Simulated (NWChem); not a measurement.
System: HSO₃ anion

```xyz
5

O      1.4054     0.1468     0.2623
S      0.0309     0.1829    -0.3945
O     -0.9073     1.1331     0.3118
O     -0.5689    -1.4373     0.1141
H      0.0711    -1.6660     0.8064
```
Atoms are numbered in this order, from 1.

Program: NWChem. Sets without diffuse functions describe the anion's extra electron poorly. Structure relaxed at the B3LYP/def2-SVPD level.

**Question.** Order these runs by computing time, cheapest first, and give rough ratios: B3LYP/cc-pVQZ; B3LYP/cc-pVDZ; B3LYP/cc-pVTZ.

**Answer.** B3LYP/cc-pVDZ (1), B3LYP/cc-pVTZ (3), B3LYP/cc-pVQZ (10). Ratios are rough, from one shared machine; the cheapest took about 27 core-seconds (a rough figure). What differs between the cheapest and the dearest: highest occupied level (eV) -0.18 → -1.24; orbital gap (eV) 6.85 → 6.64.
